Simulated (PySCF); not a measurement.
**Worked example: dipole moment from atomic charges**

difluoromethyl(fluoro)silane (CH3F3Si), SMILES [SiH2](C(F)F)F. Atoms are numbered in the order given.

```xyz
8

F      1.6360     0.9541     0.0000
Si     0.9841    -0.5461     0.0000
C     -0.9349    -0.3922     0.0000
F     -1.3477     0.2956     1.1165
F     -1.3477     0.2956    -1.1165
H      1.4111    -1.2635    -1.2446
H      1.4111    -1.2635     1.2446
H     -1.4543    -1.3840     0.0000
```

Geometry: PBE-D3(BJ)/def2-SVP. The values are those of a single conformer.

Charges (e) from HF/def2-TZVP in PySCF:

| atom | Mulliken | ESP fit |
|---|---|---|
| F1 | -0.422 | -0.266 |
| Si2 | 0.693 | 0.546 |
| C3 | 0.271 | 0.256 |
| F4 | -0.277 | -0.224 |
| F5 | -0.277 | -0.224 |
| H6 | -0.036 | -0.085 |
| H7 | -0.036 | -0.085 |
| H8 | 0.084 | 0.083 |

The dipole moment of the full density is 3.29 D.

What dipole moment does each set of point charges give, and which comes closer to that of the density?


μ = Σ q r, and 1 e Å = 4.8032 D.
Mulliken: Σ q r = (0.261, -1.076, 0.000) e Å, |μ| = 5.32 D.
ESP fit: Σ q r = (0.106, -0.685, 0.000) e Å, |μ| = 3.33 D.
ESP fit comes closer in size. Point charges leave out the atoms' own dipoles (lone pairs, polarised bonds); fits to the potential absorb them, partitions of the density don't.
